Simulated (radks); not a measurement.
Values are calculated unless marked as measured or tabulated.
Charge is removed step by step from the 3s level of P, starting from [Ne] 3s2 3p3. Level of theory: scalar-relativistic Kohn-Sham, PBE, spin-unpolarised, spherical densities, finite nucleus; Fermi nuclear charge, rms radius 3.1889 fm (a radial shooting solver on a logarithmic mesh with Libxc functionals).

| removed (e) | E - E(0) (eV) | eigenvalue (eV) | E minus straight line (eV) |
|---|---|---|---|
| 0 | 0.000 | -13.969 | 0.000 |
| 0.25 | 3.785 | -16.327 | -0.928 |
| 0.5 | 8.172 | -18.790 | -1.253 |
| 0.75 | 13.187 | -21.343 | -0.951 |
| 1 | 18.850 | -23.978 | 0.000 |

Removing the whole electron costs 18.850 eV by Delta-SCF, against 13.969 eV from minus the eigenvalue at the starting occupation. Slater's transition state (half an electron removed) gives 18.790 eV. Integrating minus the eigenvalue over the occupation (Janak's theorem) gives 18.851 eV. In this scalar-relativistic scheme the density is built from large components alone, so the theorem holds only approximately. The mean slope of the eigenvalue, de/dn, is 10.0 eV per electron.
